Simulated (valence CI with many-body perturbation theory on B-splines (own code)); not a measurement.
E1 transitions of Mo³⁶⁺

Level of theory: configuration interaction combined with many-body perturbation theory (CI+MBPT): four valence electrons over a frozen Dirac-Fock core [He], radial functions for each j: 11 s, 11 p, 9 d, 7 f, 5 g, 2 h, 1 i, with the one-electron correlation potential Σ1 (screened to all orders), the two-electron term Σ2, the three-electron term Σ3, Breit, model QED; selected single and double excitations, second order for the rest (own B-spline code, finite nucleus).

The last digits are not significant, and no measured levels were compared; by estimate large intervals hold to a few tenths of a per cent, small ones and those within an open d or f shell to about a per cent. Among the levels kept, up to 290 cm⁻¹ of a level comes from second order outside the variational space, and about a tenth of that is noise between levels of different J, which matters for small intervals.

Lines 151 to 200 of 229 in falling wavelength, among levels below 238.50 Ry, chosen from the strongest by gf and those to the six lowest levels. Wavelengths and rates use the calculated energies. Electric multipoles are in the length gauge, E1 and E2 with the static RPA response of the core. Weak lines are less certain than strong ones. Lines between different terms over intervals too small for the method are left out, as are lines whose strength nearly cancels. Where a level lies close to another of its J and parity, the split of strength between their lines is uncertain. The highest levels of a list are the least certain.

Levels are named by their leading jj configuration (3d3/2^4 stands for four electrons in 3d with j = 3/2), which in mixed levels can hold well under half, so a name can repeat and another be missing. Letters in brackets count levels of one name in rising energy.

```csv
λ vac (Å),Upper,Lower,A (s⁻¹),S (a.u.) with core polarisation,S without
4.279,(2s 2p1/2 2p3/2 3s) J=2 [c],(2s 2p1/2^2 2p3/2) J=2,5.14e+11,9.94e-05,9.94e-05
4.266,(2s 2p1/2 2p3/2 3p3/2) J=3 [a],(2s^2 2p3/2^2) J=2,3.13e+12,8.40e-04,8.40e-04
4.265,(2s 2p1/2 2p3/2 3p1/2) J=1 [b],(2s^2 2p3/2^2) J=0,9.40e+11,1.08e-04,1.08e-04
4.261,(2s 2p1/2^2 3p1/2) J=0,(2s^2 2p1/2 2p3/2) J=1,2.48e+12,9.48e-05,9.47e-05
4.258,(2s 2p1/2^2 3p1/2) J=1,(2s^2 2p1/2 2p3/2) J=1,5.15e+12,5.89e-04,5.88e-04
4.248,(2s 2p1/2 2p3/2 3p3/2) J=2 [a],(2s^2 2p3/2^2) J=2,4.52e+11,8.56e-05,8.56e-05
4.225,(2s 2p1/2 2p3/2 3p1/2) J=2 [c],(2s^2 2p3/2^2) J=2,2.75e+11,5.11e-05,5.11e-05
4.223,(2s 2p1/2 2p3/2 3p3/2) J=2 [b],(2s^2 2p3/2^2) J=2,2.69e+12,4.99e-04,4.99e-04
4.223,(2s 2p1/2 2p3/2 3p1/2) J=1 [b],(2s^2 2p3/2^2) J=2,2.22e+12,2.47e-04,2.47e-04
4.213,(2s 2p1/2 2p3/2 3p3/2) J=3 [b],(2s^2 2p3/2^2) J=2,1.14e+12,2.94e-04,2.94e-04
4.212,(2s 2p1/2 2p3/2 3d5/2) J=2 [b],(2s 2p1/2^2 2p3/2) J=1,1.06e+13,1.96e-03,1.96e-03
4.207,(2s 2p1/2 2p3/2 3d3/2) J=2 [a],(2s 2p1/2^2 2p3/2) J=2,3.58e+13,6.57e-03,6.58e-03
4.206,(2s 2p1/2 2p3/2 3d3/2) J=1 [a],(2s 2p1/2^2 2p3/2) J=2,1.37e+13,1.51e-03,1.51e-03
4.204,(2s 2p1/2^2 3p3/2) J=2,(2s^2 2p1/2 2p3/2) J=1,2.30e+12,4.23e-04,4.23e-04
4.203,(2s 2p1/2 2p3/2 3d5/2) J=1 [b],(2s 2p1/2^2 2p3/2) J=1,1.95e+13,2.15e-03,2.15e-03
4.202,(2s 2p1/2 2p3/2 3d3/2) J=3 [a],(2s 2p1/2^2 2p3/2) J=2,5.27e+13,1.35e-02,1.35e-02
4.201,(2s 2p1/2 2p3/2 3p3/2) J=1 [c],(2s^2 2p3/2^2) J=0,7.42e+11,8.15e-05,8.14e-05
4.194,(2s 2p1/2 2p3/2 3p3/2) J=1 [d],(2s^2 2p3/2^2) J=0,8.73e+11,9.54e-05,9.54e-05
4.183,(2s 2p3/2^2 3s) J=3,(2s 2p1/2^2 2p3/2) J=2,4.91e+12,1.24e-03,1.24e-03
4.180,(2s 2p1/2 2p3/2 3d5/2) J=2 [a],(2s 2p1/2^2 2p3/2) J=2,1.40e+12,2.52e-04,2.53e-04
4.173,(2s 2p1/2 2p3/2 3d5/2) J=3 [a],(2s 2p1/2^2 2p3/2) J=2,2.74e+13,6.89e-03,6.90e-03
4.172,(2s 2p1/2 2p3/2 3p3/2) J=3 [c],(2s^2 2p3/2^2) J=2,1.43e+12,3.60e-04,3.60e-04
4.171,(2s 2p1/2 2p3/2 3p3/2) J=2 [c],(2s^2 2p3/2^2) J=2,1.17e+12,2.09e-04,2.09e-04
4.163,(2s 2p3/2^2 3s) J=2,(2s 2p1/2^2 2p3/2) J=2,2.18e+13,3.88e-03,3.88e-03
4.162,(2s 2p1/2 2p3/2 3d3/2) J=3 [b],(2s 2p1/2^2 2p3/2) J=2,7.82e+13,1.95e-02,1.95e-02
4.162,(2s 2p1/2 2p3/2 3d3/2) J=2 [b],(2s 2p1/2^2 2p3/2) J=2,1.37e+14,2.43e-02,2.43e-02
4.160,(2s 2p1/2 2p3/2 3p3/2) J=1 [c],(2s^2 2p3/2^2) J=2,4.98e+11,5.31e-05,5.31e-05
4.159,(2s 2p1/2 2p3/2 3d3/2) J=1 [b],(2s 2p1/2^2 2p3/2) J=2,1.96e+14,2.09e-02,2.09e-02
4.159,(2s^2 2p3/2 3d3/2) J=2,(2s^2 2p1/2 2p3/2) J=2,5.54e+13,9.84e-03,9.85e-03
4.156,(2s 2p1/2 2p3/2 3p1/2) J=1 [a],(2s^2 2p1/2 2p3/2) J=2,8.70e+11,9.24e-05,9.22e-05
4.153,(2s 2p1/2 2p3/2 3p3/2) J=1 [d],(2s^2 2p3/2^2) J=2,8.03e+11,8.52e-05,8.51e-05
4.152,(2s^2 2p3/2 3d3/2) J=3,(2s^2 2p1/2 2p3/2) J=2,1.37e+14,3.40e-02,3.40e-02
4.148,(2s^2 2p1/2 3d3/2) J=1,(2s^2 2p1/2^2) J=0,1.83e+14,1.93e-02,1.93e-02
4.148,(2s^2 2p3/2 3d3/2) J=1,(2s^2 2p1/2 2p3/2) J=2,2.96e+13,3.12e-03,3.13e-03
4.142,(2s 2p1/2 2p3/2 3d5/2) J=3 [b],(2s 2p1/2^2 2p3/2) J=2,5.97e+12,1.47e-03,1.47e-03
4.142,(2s^2 2p3/2 3d3/2) J=2,(2s^2 2p1/2 2p3/2) J=1,7.15e+13,1.25e-02,1.25e-02
4.141,(2s^2 2p3/2 3d5/2) J=2,(2s^2 2p1/2 2p3/2) J=2,1.74e+13,3.05e-03,3.06e-03
4.139,(2s 2p1/2 2p3/2 3p1/2) J=1 [a],(2s^2 2p1/2 2p3/2) J=1,2.38e+13,2.50e-03,2.50e-03
4.135,(2s 2p1/2 2p3/2 3d5/2) J=1 [b],(2s 2p1/2^2 2p3/2) J=2,8.71e+11,9.12e-05,9.13e-05
4.130,(2s^2 2p3/2 3d3/2) J=1,(2s^2 2p1/2 2p3/2) J=1,8.71e+13,9.08e-03,9.09e-03
4.130,(2s^2 2p3/2 3d3/2) J=0,(2s^2 2p1/2 2p3/2) J=1,1.28e+14,4.46e-03,4.46e-03
4.129,(2s 2p1/2 2p3/2 3p1/2) J=2 [a],(2s^2 2p1/2 2p3/2) J=1,1.40e+13,2.44e-03,2.43e-03
4.127,(2s^2 2p3/2 3d5/2) J=3,(2s^2 2p1/2 2p3/2) J=2,2.45e+13,5.95e-03,5.95e-03
4.124,(2s^2 2p3/2 3d5/2) J=2,(2s^2 2p1/2 2p3/2) J=1,2.57e+12,4.45e-04,4.46e-04
4.120,(2s 2p1/2 2p3/2 3d3/2) J=3 [c],(2s 2p1/2^2 2p3/2) J=2,8.40e+11,2.03e-04,2.03e-04
4.120,(2s 2p1/2 2p3/2 3p1/2) J=3,(2s^2 2p1/2 2p3/2) J=2,2.57e+12,6.22e-04,6.19e-04
4.112,(2s 2p1/2^2 3p1/2) J=1,(2s^2 2p1/2^2) J=0,6.31e+12,6.50e-04,6.48e-04
4.107,(2s 2p1/2 2p3/2 3p3/2) J=3 [a],(2s^2 2p1/2 2p3/2) J=2,4.27e+12,1.02e-03,1.02e-03
4.104,(2s^2 2p3/2 3d5/2) J=1,(2s^2 2p1/2 2p3/2) J=1,2.18e+12,2.23e-04,2.23e-04
4.101,(2s 2p1/2 2p3/2 3p3/2) J=1 [a],(2s^2 2p1/2 2p3/2) J=2,5.00e+11,5.11e-05,5.10e-05
```
